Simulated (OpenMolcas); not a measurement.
An OpenMolcas run meant for Nb³⁺ (ANO-R1, X2C; inactive shells 1s 2s 2p 3s 3p 3d 4s 4p; intended active space 2 electrons in 5 orbitals (4d)). One step of its input:

```
&RASSCF
FileOrb=start.orb
Symmetry=1
Spin=4
nActEl=2 0 0
Inactive=9 9
Ras2=5 0
CIRoot=10 10 1
SDav=10
CIMx=300
Iter=92 100
PrWF=0.3
OrbListing=Nothing
MaxOrb=0
Atom
>>> COPY $Project.JobIph JOB001
```

Lines from the output:

```
--- SEWARD ---
Basis set label: NB.ANO-R...6S4P3D1F.

      Electronic valence basis set:
      ------------------
      Associated Effective Charge  41.000000 au
      Associated Actual Charge     41.000000 au
      Nuclear Model: Finite nucleus - Gaussian distribution
        Gaussian exponent, Xi/bohr**(-2):  2.21204E+08

      Shell  nPrim  nBasis  Cartesian Spherical Contaminant
         s      23       6        X
         p      15       4        X
         d      12       3                 X
         f       6       1                 X
                  Relativistic X2C integrals
                  Atomic mean-field integrals
--- RASSCF ---

 Nr of active orbitals     NAC=   5
 Spin degeneracy         ISPIN=   4
 There can be no such wave function.
 ************************************************
--- Stop Module: rasscf at  /rc=_RC_INPUT_ERROR_ ---
.####################.
.# User input error #.
.####################.
```

What is wrong with the input?

The spin multiplicity does not fit the number of active electrons: an even count needs an odd multiplicity and the reverse.
